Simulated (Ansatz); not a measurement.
Program: Ansatz. Geometries: PBE0-D4/def2-TZVP. ΔE: electronic, gas phase. CBS: MP2 limit from def2 TZ/QZ plus the TZ coupled-cluster correction, frozen cores. This one scheme is used for every species. Functionals use def2-TZVPP. B3LYP here is the variant with VWN-RPA as its local correlation; programs differ in this.

Consider the hydrogenolysis of a C–Si bond: `BC(C)(F)[SiH3]` + H₂ → `BC(C)F` + SiH₄.

```csv
level,ΔE (kJ/mol),difference from CCSD(T)/CBS
LDA (SPW92),-4.2,25.0
revPBE-D4,-9.4,19.8
ωB97X-V,-34.6,-5.4
PBE,-21.8,7.4
r2SCAN,-21.7,7.5
B3LYP,-45.7,-16.5
r2SCANh,-25.2,4.0
LC-ωPBE,-37.5,-8.3
MP2/def2-SVP,-39.0,-9.8
SCS-MP2/def2-TZVPP,-38.6,-9.4
CCSD(T)/CBS,-29.2,0
```

**Question.** What do rigid-rotor, harmonic-oscillator terms from PBE0-D4/def2-TZVP frequencies (298.15 K, 1 bar) make of the CCSD(T)/CBS value? (Best estimate.)

**Answer.** Ansatz gave: ΔZPE = +15.7 kJ/mol, ΔH = -17.4 kJ/mol, ΔS = 27 J/(mol·K), ΔG = -25.4 kJ/mol.

Largest T1 diagnostic among the species: 0.013.

From BLYP to BHLYP (50 % exact exchange), in def2-TZVPP and without D4, ΔE moves by −15.6 kJ/mol. Leaving LDA and LC-ωPBE aside and taking each functional with its dispersion term where it has one, the values, not all of them listed here, spread over 34.4 kJ/mol, from BHLYP-D4 to revPBE-D4. LDA lies +17.5 kJ/mol from PBE without D4. In def2-TZVPP, CCSD(T) changes the Hartree–Fock value by +51.1 kJ/mol (the triples alone add +9.8 kJ/mol) and MP2 by +57.3 kJ/mol.
